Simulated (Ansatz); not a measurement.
IRb, triplet, at the geometry of the source list (a higher spin typed on purpose: for a closed-shell molecule this is an excited state) (all electrons, no relativity); Ansatz (a first-principles code) with PBE0/STO-3G.

Here is a job for Ansatz.
Ansatz 0.2 input:
```yaml
crystal:
  periodic: [false, false, false]
  atoms:
    - {symbol: Rb, position_ang: [-1.08960000, -0.77400000, -0.92830000]}
    - {symbol: I, position_ang: [1.08960000, 0.77400000, 0.92830000]}
basis:
  gaussian:
    orbitals: STO-3G
    point_charges:
      - {charge: 1.0, position_ang: [-2.2286, 1.5687, 3.7396]}
hamiltonian:
  xc: pbe0
magnetization: {spin_polarized: true, initial_magnetization: 2}
```

Question: Write the output that Ansatz gives for this input, abridged.

Answer: 
```
Functional definition: PBE0
485 factors; integrals over basis functions are off by at most 3.1e-5 eV
mean field evaluation 1: about -265618.3042 eV, gradient 1.2e0 eV
mean field evaluation 2: about -265618.3212 eV, gradient 3.7e-1 eV
mean field evaluation 4: about -265618.3285 eV, gradient 8.1e-2 eV
mean field evaluation 8: about -265618.3286 eV, gradient 1.2e-3 eV
mean field evaluation 16: about -265618.2748 eV, gradient 4.7e-1 eV
mean field -265618.32855557 eV, -9761.2935318477 hartree, gradient 7.0e-6 eV, S^2 2.000536; 4 other end points of the search recorded, 0 dependent functions left out
reference -265618.32857195 eV, -9761.2935324496 hartree; 46, 44 occupied and 3, 5 virtual orbitals, 485 factors
Total energy: -265618.32857195 eV, -9761.2935324496 hartree
```
